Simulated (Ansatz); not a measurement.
C2H6SSi can be A, `C[Si]SC`, or B, `C[SiH]1CS1`.

Program: Ansatz. Geometries: PBE0-D4/def2-TZVP. ΔE: electronic, gas phase. CCSD(T)/CBS adds triple-zeta CCSD(T) − MP2 to the extrapolated MP2 energy (def2 sets, frozen cores). This one scheme is used for every species. Functionals use def2-TZVPP. B3LYP here is the variant with VWN-RPA as its local correlation; programs differ in this. One conformer a species, not always the lowest.

(1) Which is lower in electronic energy at CCSD(T)/CBS, and by how much? (Best estimate.)

(2) Give E(B) − E(A) in kJ/mol with CCSD(T)/def2-TZVPP, CCSD/def2-TZVPP, B2PLYP, B3LYP-D4, ωB97M-V, B3LYP, HF/def2-TZVPP. (Best estimate.)

Largest T1 diagnostic: 0.014.

## Answers

(1) The calculation gave: B, by 52.8 kJ/mol.

(2) The calculation gave: CCSD(T)/def2-TZVPP -51.0, CCSD/def2-TZVPP -50.7, B2PLYP -49.5, B3LYP-D4 -40.7, ωB97M-V -49.1, B3LYP -41.2, HF/def2-TZVPP -49.5. None reverses the order clearly.

From PBE to PBE0 (25 % exact exchange), in def2-TZVPP and without D4, E(B) − E(A) moves by −9.4 kJ/mol.
